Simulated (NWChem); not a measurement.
Species: hydrogen telluride (H₂Te); SMILES [TeH2]

```xyz
3

Te     0.0000     0.0000     0.0432
H      1.1743     0.0000    -1.1240
H     -1.1743     0.0000    -1.1240
```
Atoms are numbered in this order, from 1.

All runs: NWChem. Geometry: optimised at PBE0-D3(BJ)/def2-TZVP. def2 effective core potentials on Te; no spin-orbit coupling. Total energies compare along this basis series because the functional is fixed.

| level | basis functions | energy (Ha) | highest occupied level (eV) | orbital gap (eV) | dipole (D) |
|---|---|---|---|---|---|
| PBE0/def2-SVP | 36 | -269.2058 | -6.45 | 5.90 | 0.36 |
| PBE0/def2-SVPD | 51 | -269.2077 | -6.55 | 5.81 | 0.21 |
| PBE0/def2-TZVP | 62 | -269.2183 | -6.57 | 5.88 | 0.22 |
| PBE0/def2-TZVPD | 77 | -269.2189 | -6.59 | 5.81 | 0.17 |
| PBE0/def2-TZVPP | 78 | -269.2191 | -6.58 | 5.89 | 0.21 |
| PBE0/def2-QZVP | 142 | -269.2212 | -6.60 | 5.85 | 0.19 |
